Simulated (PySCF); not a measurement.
## Correlation energy of Cr (chromium, neutral)

[Ar] 3d5 4s1, high-spin 7S determinant. Computed with PySCF 2.14 in x2c-TZVPPall (6s5p4d2f1g, 64 functions), with the spin-free X2C one-electron Hamiltonian (Gaussian nucleus). Frozen: [Ar]; 6 electrons correlated.

```tsv
level	correlation energy (mhartree)
CCSD	-97.78
(T)	-2.63
CCSD(T)	-100.41
```

Diagnostics: T1 = 0.018, D1 = 0.0348, largest double amplitude 0.025.

Cost of the coupled-cluster step: of the order of 3 core-seconds, for 6 correlated electrons.

Iterations:

```
CC2 = 0
CCSD nocc = (np.int64(6), np.int64(0)), nmo = (55, 55)
frozen orbitals [[0, 1, 2, 3, 4, 5, 6, 7, 8], [0, 1, 2, 3, 4, 5, 6, 7, 8]]
max_cycle = 100
direct = 0
conv_tol = 1e-08
conv_tol_normt = 1e-06
diis_space = 8
diis_start_cycle = 0
Init t2, MP2 energy = -0.0915158305065452
Init E_corr(UCCSD) = -0.0915158305533398
cycle = 1  E_corr(UCCSD) = -0.095853668321972  dE = -0.00433783777  norm(t1,t2) = 0.0426107
cycle = 2  E_corr(UCCSD) = -0.0972216150342  dE = -0.00136794671  norm(t1,t2) = 0.0143058
cycle = 3  E_corr(UCCSD) = -0.0975770164996233  dE = -0.000355401465  norm(t1,t2) = 0.00802976
cycle = 4  E_corr(UCCSD) = -0.0978012510896717  dE = -0.00022423459  norm(t1,t2) = 0.00245589
cycle = 5  E_corr(UCCSD) = -0.0977776747113702  dE = 2.35763783e-05  norm(t1,t2) = 0.000454554
cycle = 6  E_corr(UCCSD) = -0.0977781840452873  dE = -5.09333917e-07  norm(t1,t2) = 8.92192e-05
cycle = 7  E_corr(UCCSD) = -0.0977789986336143  dE = -8.14588327e-07  norm(t1,t2) = 2.83768e-05
cycle = 8  E_corr(UCCSD) = -0.0977788329120196  dE = 1.65721595e-07  norm(t1,t2) = 4.37788e-06
cycle = 9  E_corr(UCCSD) = -0.0977788333227322  dE = -4.10712603e-10  norm(t1,t2) = 7.95044e-07
UCCSD converged
E(UCCSD) = -1049.741295139412  E_corr = -0.09777883332273224
UCCSD(T) correction = -0.00262884320663212
```
